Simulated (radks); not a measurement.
Spherical quantum dot in the effective-mass picture: electrons in a parabolic well V = omega^2 r^2 / 2 with omega = 3.68, with a point charge +2 (a donor) at the centre, all in effective atomic units (hartree* = m*/eps^2 hartree, bohr* = eps/m* bohr), one dielectric constant everywhere. Calculated with a radial shooting solver with Libxc functionals: non-relativistic Kohn-Sham, PBEsol, spin-polarised, spherical densities. Levels are named by radial order and angular momentum (1s, 1p, 1d, 2s, ...), and open shells are averaged over m. Results are scaled to m* = 0.051 and eps = 9.5, for which hartree* = 15.38 meV and bohr* = 9.857 nm.

N = 22, configuration 1s2 1p6 1d10 2s2 1f(up 2, down 0). This is the lowest configuration that the search found. Occupied and some empty levels:

level,occupation,eigenvalue (meV),<r> (nm)
1s up,1,353.08,5.840
1s down,1,353.30,5.815
1p up,3,404.73,9.048
1p down,3,405.40,9.018
2s up,1,432.94,9.560
2s down,1,433.74,9.558
1d up,5,446.00,10.82
1d down,5,446.94,10.80
1f up,2,487.78,12.14
1f down,0,488.86,12.13
2p up,0,488.89,10.91
2p down,0,489.65,10.93
1g up,0,531.11,13.25
1g down,0,532.24,13.25
2d up,0,537.26,12.23
2d down,0,537.98,12.25

Energy (meV): total 6230.08, kinetic 1497.0, external 1740.8, Hartree 3313.5, exchange-correlation -321.19.

Electron density:

r (nm),n(r) (e/nm^3)
0.419,0.01231
1.47,0.007956
2.52,0.005215
3.57,0.003648
4.63,0.002892
5.68,0.002629
6.73,0.002585
7.78,0.002551
8.83,0.002405
9.89,0.002107
10.9,0.001700
12.0,0.001248
13.0,0.0008318
14.1,0.0005042
15.1,0.0002750
16.2,0.0001356
17.2,0.00006104
18.3,0.00002472
19.3,9.072e-06
20.4,3.045e-06
